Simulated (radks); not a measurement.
Problem. Excited configurations of V: one electron is placed in a higher orbital outside [Ar] 3d4. The ground configuration is [Ar] 3d3 4s2. All-electron calculation, non-relativistic Kohn-Sham, PBE, spin-polarised, spherical densities, point nucleus; open shells are filled with parallel spins first. Program: a radial shooting solver on a logarithmic mesh with Libxc functionals. Excitation = E - E(ground); binding = E(ion) - E, where the ion is the core of charge +1; n* = 1/sqrt(2 binding) in atomic units, and the quantum defect is n - n*.

| outer orbital | excitation (eV) | binding (eV) | n* | quantum defect | eigenvalue (eV) | <r> (bohr) |
|---|---|---|---|---|---|---|
| 5d | 4.633 | 1.046 | 3.606 | 1.394 | -0.605 | 19.07 |
| 6s | 4.354 | 1.325 | 3.205 | 2.795 | -0.843 | 17.08 |
| 7s | 4.834 | 0.844 | 4.014 | 2.986 | -0.561 | 27.40 |

Estimate the row for 4p.

Solution. excitation (eV) 1.735; binding (eV) 3.944; n* 1.857; quantum defect 2.143; eigenvalue (eV) -1.926; <r> (bohr) 4.835. The Delta-SCF ionisation energy is 5.679 eV (NIST Atomic Spectra Database: 6.746 eV, measured). Self-interaction in the functional shifts the binding energies and quantum defects, so they are the method's values and not measured ones. Open shells are spherical and high-spin; term and fine-structure splittings are not resolved.
